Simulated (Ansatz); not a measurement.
Program: Ansatz. Geometries: PBE0-D4/def2-TZVP. ΔE: electronic, gas phase. CBS: MP2 limit from def2 TZ/QZ plus the TZ coupled-cluster correction, frozen cores. This one scheme is used for every species. DFT in def2-TZVPP. B3LYP here is the variant with VWN-RPA as its local correlation; programs differ in this. Elements past krypton have def2 core potentials. For Br, Hf outer-core shells are correlated without core-valence functions, which leaves a few kJ/mol of doubt a bond. Scalar relativity is left out up to krypton. Each species was taken in one conformer, which may not be the lowest.

`[OH][Hf]([F])([SH])[Cl]` + HBr → `[OH][Hf]([F])([Cl])[Br]` + H₂S  (ligand exchange at the Hf–S bond)

`[OH][Hf]([F])([SH])[Cl]`:

Z-matrix (Å, degrees):
```
Hf
F 1 1.896
S 1 2.445 2 107.8
O 1 1.893 2 112.2 3 -118.1
Cl 1 2.350 2 108.4 3 120.1
H 3 1.346 1 91.0 2 -141.2
H 4 0.952 1 167.4 2 -43.2
```

HBr:

Cartesian coordinates in Å:
```
Br 0.213 -0.669 -0.105
H -0.213 0.669 0.105
```

`[OH][Hf]([F])([Cl])[Br]`:

```xyz
6

O     1.249    0.398    0.674
Hf   -0.392   -0.091   -0.114
F    -1.803    0.612    0.934
Cl   -0.579   -2.425   -0.166
Br   -0.538    0.855   -2.426
H     2.064    0.651    1.099
```

H₂S:

Z-matrix (Å, degrees):
```
S
H 1 1.341
H 1 1.341 2 92.3
```

| level | ΔE (kJ/mol) |
| --- | --- |
| B3LYP | -70.4 |
| MP2/def2-QZVPP | -72.0 |

(1) What does CCSD(T)/CBS give? (Best estimate.)

Largest T1 diagnostic among the species: 0.015.

Results:

(1) The calculation gave: -71.1 kJ/mol. The listed levels differ from it by 0.7, -0.9 kJ/mol.

Leaving LDA and LC-ωPBE aside and taking each functional with its dispersion term where it has one, the values, not all of them listed here, spread over 12.1 kJ/mol, from BHLYP-D4 to revPBE-D4. From PBE to PBE0 (25 % exact exchange), in def2-TZVPP and without D4, ΔE moves by −4.3 kJ/mol.
